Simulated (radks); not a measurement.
Al VII, configuration [He] 2s2 2p3.

Calculated with a radial shooting solver on a logarithmic mesh with Libxc functionals: scalar-relativistic Kohn-Sham, PBE, spin-polarised, spherical densities, point nucleus; open shells are filled with parallel spins first.

Energy parts (hartree):
total: -223.64564
kinetic: 224.27895
electron-nucleus: -494.17718
Hartree: 60.71213
exchange-correlation: -14.45954

Orbitals (lengths in bohr, moments of r in powers of bohr; r(max) is where P^2 peaks):
\begin{tabular}{lrrrrr}
orbital & occ. & eigenvalue (hartree) & <r^4> & r(max) & <r> \\ \hline
1s up & 1 & -62.26124 & 0.0009743 & 0.07837 & 0.1201 \\
1s down & 1 & -62.05146 & 0.0009597 & 0.07825 & 0.1197 \\
2s up & 1 & -9.38876 & 0.2445 & 0.4689 & 0.5640 \\
2s down & 1 & -8.94532 & 0.2653 & 0.4739 & 0.5740 \\
2p up & 3 & -8.14566 & 0.2056 & 0.3904 & 0.5101 \\
2p down & 0 & -7.65504 & 0.2316 & 0.3971 & 0.5227 \\
3s up & 0 & -3.14792 & 9.475 & 1.383 & 1.493 \\
3p up & 0 & -2.80908 & 10.59 & 1.392 & 1.513 \\
\end{tabular}

The highest occupied level is 2p up at -221.65 eV. For comparison, the ionisation energy in NIST's Atomic Spectra Database is 241.8 eV (semi-empirical). In exact Kohn-Sham theory the highest level is minus the ionisation energy, but local and semilocal functionals leave it too shallow, through self-interaction and a potential that decays too fast; potentials with the right tail come closer. The density falls to 0.001 e/bohr^3 at r = 1.62 bohr. Summed over all electrons, <r^2> = 1.761 bohr^2, which gives a Langevin (diamagnetic) susceptibility term of -1.39 x 10^-6 cm^3/mol.
